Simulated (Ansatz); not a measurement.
Computed with r2SCAN-D4/def2-SVP (Ansatz, an electronic-structure program). No frequencies were computed at this level.

Ansatz 0.2 input:
```yaml
crystal:
  periodic: [false, false, false]
  atoms:
    - { symbol: Zr, position_ang: [-0.000049, 0.000154, 0.000086] }
    - { symbol: Cl, position_ang: [1.879533, -0.583991, 1.092785] }
    - { symbol: Cl, position_ang: [-1.144653, -1.853545, -0.567706] }
    - { symbol: Cl, position_ang: [-1.274096, 1.289375, 1.33468] }
    - { symbol: Cl, position_ang: [0.539265, 1.148012, -1.859842] }
basis:
  gaussian: { orbitals: def2-svp }
hamiltonian:
  xc: r2scan
  dispersion: d4
relax:
  max_steps: 150
```

Output:

```
Functional definition: r2SCAN
1058 factors; their error is unknown
mean field evaluation 1: about -51361.2621 eV, gradient 1.7e1 eV
mean field evaluation 2: about -51361.5155 eV, gradient 1.4e1 eV
mean field evaluation 4: about -51361.9411 eV, gradient 6.1e-1 eV
mean field evaluation 8: about -51361.8841 eV, gradient 3.7e-3 eV
mean field -51361.88412488 eV, -1887.5144272539 hartree, gradient 5.3e-5 eV, S^2 0.000000; 0 other end points of the search recorded, 0 dependent functions left out
reference -51361.88415681 eV, -1887.5144284274 hartree; 40, 40 occupied and 63, 63 virtual orbitals, 1058 factors
relax step   1: F+E_penalty+E_count = -51361.93778453 eV  Δ(F+E_penalty+E_count) = +0.000e0 eV  max|allowed force component| = 1.388e0 eV/Å  Δτ_max = 0.0000 Å  (23 SCF iters, accepted)
these checks for a lower state are left out or cut short: starts, cluster_reference, orbital_swaps, neighbouring_geometries, increment
1058 factors; their error is unknown
mean field evaluation 16: about -51362.1053 eV, gradient 8.5e-2 eV
mean field -51362.10529226 eV, -1887.5225550053 hartree, gradient 1.9e-5 eV, S^2 0.000000; 0 other end points of the search recorded, 0 dependent functions left out
reference -51362.10532412 eV, -1887.5225561761 hartree; 40, 40 occupied and 63, 63 virtual orbitals, 1058 factors
relax step   2: F+E_penalty+E_count = -51362.15720193 eV  Δ(F+E_penalty+E_count) = -2.194e-1 eV  max|allowed force component| = 4.114e-1 eV/Å  Δτ_max = 0.1075 Å  (33 SCF iters, accepted)
these checks for a lower state are left out or cut short: starts, cluster_reference, orbital_swaps, neighbouring_geometries, increment
1058 factors; their error is unknown
mean field -51362.13365340 eV, -1887.5235972577 hartree, gradient 1.9e-5 eV, S^2 0.000000; 0 other end points of the search recorded, 0 dependent functions left out
reference -51362.13368527 eV, -1887.5235984291 hartree; 40, 40 occupied and 63, 63 virtual orbitals, 1058 factors
relax step   3: F+E_penalty+E_count = -51362.18607098 eV  Δ(F+E_penalty+E_count) = -2.887e-2 eV  max|allowed force component| = 1.496e-2 eV/Å  Δτ_max = 0.0298 Å  (27 SCF iters, accepted)
these checks for a lower state are left out or cut short: starts, cluster_reference, orbital_swaps, neighbouring_geometries, increment
1058 factors; their error is unknown
mean field -51362.13370552 eV, -1887.5235991731 hartree, gradient 5.8e-5 eV, S^2 0.000000; 0 other end points of the search recorded, 0 dependent functions left out
reference -51362.13373739 eV, -1887.5236003445 hartree; 40, 40 occupied and 63, 63 virtual orbitals, 1058 factors
relax step   4: F+E_penalty+E_count = -51362.18610645 eV  Δ(F+E_penalty+E_count) = -3.547e-5 eV  max|allowed force component| = 7.377e-5 eV/Å  Δτ_max = 0.0010 Å  (20 SCF iters, accepted)
1058 factors; their error is unknown
mean field evaluation 32: about -51362.1915 eV, gradient 8.6e-2 eV
mean field -51362.13370552 eV, -1887.5235991731 hartree, gradient 5.8e-5 eV, S^2 0.000000; 1 other end points of the search recorded, 0 dependent functions left out
reference -51362.13373739 eV, -1887.5236003445 hartree; 40, 40 occupied and 63, 63 virtual orbitals, 1058 factors
Total energy: -51362.18613832 eV, -1887.5255260432 hartree
Atom 0 at     0.000001    -0.000001    -0.000001 Å, force     0.000008    -0.000025    -0.000014 eV/Å
Atom 1 at     1.945100    -0.604361     1.130908 Å, force    -0.000064     0.000016    -0.000040 eV/Å
Atom 2 at    -1.184554    -1.918152    -0.587493 Å, force     0.000049     0.000074     0.000022 eV/Å
Atom 3 at    -1.318629     1.334443     1.381331 Å, force     0.000022    -0.000025    -0.000024 eV/Å
Atom 4 at     0.558082     1.188076    -1.924742 Å, force    -0.000016    -0.000040     0.000056 eV/Å
Dipole moment:     0.000000    -0.000000    -0.000000 e Å
```

Cost: very roughly 28 core-seconds.
